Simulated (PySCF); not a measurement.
A run for PySCF: D3(BJ) and D4 dispersion corrections on C3H9Al (SMILES [CH3][Al]([CH3])[CH3]).

```python
from pyscf import gto
from pyscf.dispersion import dftd3, dftd4

mol = gto.M(
    atom='''
    C    -0.57240010    1.86136163    0.24218856
    Al   -0.00123348    0.00010017   -0.00030345
    C     1.90534453   -0.45689719    0.07351034
    C    -1.33427832   -1.40437557   -0.31599729
    H    -0.12296694    2.50899778   -0.51838626
    H    -0.23500946    2.25250789    1.20789131
    H    -1.65520974    1.99379546    0.19063689
    H     2.25564031   -0.80412663   -0.90499444
    H     2.09041663   -1.28125201    0.76967652
    H     2.54096972    0.38043135    0.36957907
    H    -0.89347256   -2.37170347   -0.56663557
    H    -2.02196409   -1.12909749   -1.12188390
    H    -1.95583651   -1.54974193    0.57481822
    ''',
    basis='def2-svp',
    charge=0, spin=0, verbose=0, max_memory=1800)
d3, d4 = {}, {}
for xc in ['hf', 'pbe', 'blyp', 'revpbe', 'tpss', 'r2scan', 'b3lyp', 'pbe0', 'bhlyp', 'camb3lyp', 'b2plyp']:
    d3[xc] = float(dftd3.DFTD3Dispersion(mol, xc=xc, version='d3bj', atm=False).get_dispersion()['energy'])
    print(f'D3(BJ) {xc:10s} {d3[xc]:14.8f} Eh')
for xc in ['hf', 'pbe', 'blyp', 'revpbe', 'tpss', 'r2scan', 'b3lyp', 'pbe0', 'bhlyp', 'camb3lyp', 'b2plyp']:
    d4[xc] = float(dftd4.DFTD4Dispersion(mol, xc={'camb3lyp': 'cam-b3lyp'}.get(xc, xc), atm=True).get_dispersion()['energy'])
    print(f'D4     {xc:10s} {d4[xc]:14.8f} Eh')
```

It printed:

```
D3(BJ) hf            -0.06315065 Eh
D3(BJ) pbe           -0.00781097 Eh
D3(BJ) blyp          -0.01669479 Eh
D3(BJ) revpbe        -0.01917541 Eh
D3(BJ) tpss          -0.00990603 Eh
D3(BJ) r2scan        -0.00232303 Eh
D3(BJ) b3lyp         -0.01376370 Eh
D3(BJ) pbe0          -0.00690407 Eh
D3(BJ) bhlyp         -0.01113740 Eh
D3(BJ) camb3lyp      -0.00645897 Eh
D3(BJ) b2plyp        -0.00661622 Eh
D4     hf            -0.02554239 Eh
D4     pbe           -0.00738974 Eh
D4     blyp          -0.01593027 Eh
D4     revpbe        -0.02221632 Eh
D4     tpss          -0.00990021 Eh
D4     r2scan        -0.00194640 Eh
D4     b3lyp         -0.01177520 Eh
D4     pbe0          -0.00629844 Eh
D4     bhlyp         -0.00909887 Eh
D4     camb3lyp      -0.00640698 Eh
D4     b2plyp        -0.00516458 Eh
```

The run finished.

Cost: roughly 0.020 core-seconds.
